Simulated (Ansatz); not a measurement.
Z-matrix (Å, degrees):
```
C
C 1 1.491
H 1 1.087 2 110.0
H 1 1.092 2 108.7 3 120.7
H 1 1.091 2 109.9 3 -122.1
O 2 1.354 1 111.6 3 176.0
O 2 1.198 1 126.2 3 -4.5
Si 6 1.641 2 124.2 1 172.9
O 8 1.641 6 107.0 2 76.9
O 8 1.641 6 114.6 2 -41.5
O 8 1.641 6 107.0 2 -159.9
C 9 1.354 8 124.2 6 160.0
C 10 1.354 8 124.2 6 -41.7
C 11 1.354 8 124.2 6 -76.8
O 12 1.198 9 122.2 8 6.5
C 12 1.491 9 111.6 8 -173.0
O 13 1.198 10 122.2 8 -6.5
C 13 1.491 10 111.6 8 173.0
C 14 1.491 11 111.6 8 -173.0
O 14 1.198 11 122.2 8 6.6
H 16 1.092 12 108.8 9 63.2
H 16 1.087 12 110.0 9 -176.1
H 16 1.091 12 109.9 9 -54.0
H 18 1.091 13 109.9 10 54.0
H 18 1.087 13 110.0 10 176.1
H 18 1.092 13 108.8 10 -63.2
H 19 1.087 14 110.0 11 -176.0
H 19 1.091 14 109.9 11 -53.9
H 19 1.092 14 108.7 11 63.3
```

The species carries charge 0 and has multiplicity 1.

(1) List the r2SCAN/def2-TZVPP orbital energies in eV (Ansatz). (Best estimate.)

## Answers

(1) Ansatz gave: Occupied: -1793.74, -516.93, -516.93, -516.93, -516.93, -515.68, -515.68, -515.68, -515.68, -276.99, -276.99, -276.99, -276.99, -273.45, -273.45, -273.45, -273.45, -143.88, -98.76, -98.76, -98.75, -29.61, -29.19, -29.09, -29.09, -27.14, -26.84, -26.84, -26.76, -20.14, -19.86, -19.86, -19.84, -17.10, -15.86, -15.86, -15.35, -12.83, -12.83, -12.82, -12.77, -12.57, -12.56, -12.31, -12.12, -12.12, -12.12, -12.00, -12.00, -10.61, -10.57, -10.57, -10.51, -10.40, -10.27, -10.00, -10.00, -9.72, -9.65, -9.12, -9.12, -8.78, -8.52, -8.52, -8.27, -7.12, -6.94, -6.94, -6.91. Lowest empty: -1.11, -1.11, -1.03, -0.76, 1.02, 1.62, 1.76, 1.76.
